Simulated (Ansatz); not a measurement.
Two isomers of CH3FSSi: A = `F[SiH]1CS1`, B = `FC1[SiH2]S1`.

Gas-phase electronic energies from Ansatz, PBE0-D4/def2-TZVP geometries. CCSD(T)/CBS is the MP2 limit (def2-TZVPP, def2-QZVPP) plus CCSD(T) − MP2 in def2-TZVPP, frozen cores. DFT in def2-TZVPP. B3LYP here is the variant with VWN-RPA as its local correlation; programs differ in this.

(1) Which isomer does CCSD(T)/CBS put lower? Give the gap. (An estimate is asked.)

(2) Give E(B) − E(A) in kcal/mol with CCSD/def2-TZVPP, HF/def2-TZVPP, BLYP-D4, r2SCAN-D4, MP2/def2-TZVPP, CCSD(T)/def2-TZVPP, B3LYP. (An estimate is asked.)

(3) Does the order hold for the free energy at 298.15 K (harmonic terms from PBE0-D4)? (An estimate is asked.)

Largest T1 diagnostic: 0.014.

Answers

(1) Computed: A, by 55.8 kcal/mol.

(2) The calculation gave: CCSD/def2-TZVPP 55.8, HF/def2-TZVPP 57.0, BLYP-D4 51.1, r2SCAN-D4 53.5, MP2/def2-TZVPP 57.6, CCSD(T)/def2-TZVPP 55.1, B3LYP 53.1. None reverses the order clearly.

(3) Ansatz gave: Yes: G(B) − G(A) = +54.2 kcal/mol.

From PBE to PBE0 (25 % exact exchange), in def2-TZVPP and without D4, E(B) − E(A) moves by +2.4 kcal/mol. At CCSD(T), def2-SVP lies −6.9 kcal/mol from the extrapolated value and def2-TZVPP −0.7 kcal/mol.
